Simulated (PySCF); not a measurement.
Species: W(CH)(OH)3, CH₄O₃W (singlet state).
Bonds: W1–C2, W1–O4, W1–O6, W1–O8. Hydrogens: H3 on C2; H5 on O4; H7 on O6; H9 on O8.

Computed, not measured: PBE0-D3(BJ)/def2-SVP geometry optimisation, gas phase, def2 core potentials past Kr in PySCF.

(1) Give the optimised bond lengths and angles.

Answers

(1) 
```tsv
bond	length (bohr)
W1–C2	3.298
W1–O4, W1–O6, W1–O8	3.580
C2–H3	2.065
O4–H5, O6–H7, O8–H9	1.818
```

Bonds in one row agree within 0.02 bohr and their mean is given. A selection of angles:
```tsv
angle	degrees
C2–W1–O4	105.7
O4–W1–O6	113.1
W1–C2–H3	179.9
W1–O4–H5	124.6
```

Torsions: H5–O4–W1–C2 0° (synperiplanar); H7–O6–W1–C2 0° (synperiplanar); H9–O8–W1–C2 0° (synperiplanar).

O4 (oxygen bonded to W and H) is bent (angle 124.6°). All 3 O–W bonds measure 1.894 to 1.895 Å. W1 (tungsten bonded to C and 3 O) is distorted tetrahedral (angles from 105.5° to 113.1°).

Point group: C3v (tolerance 0.08 Å). Stationary, but not proved a minimum. Torsions: C2–W1–O4–H 0°, C2–W1–O6–H 0°, C2–W1–O8–H 0°.
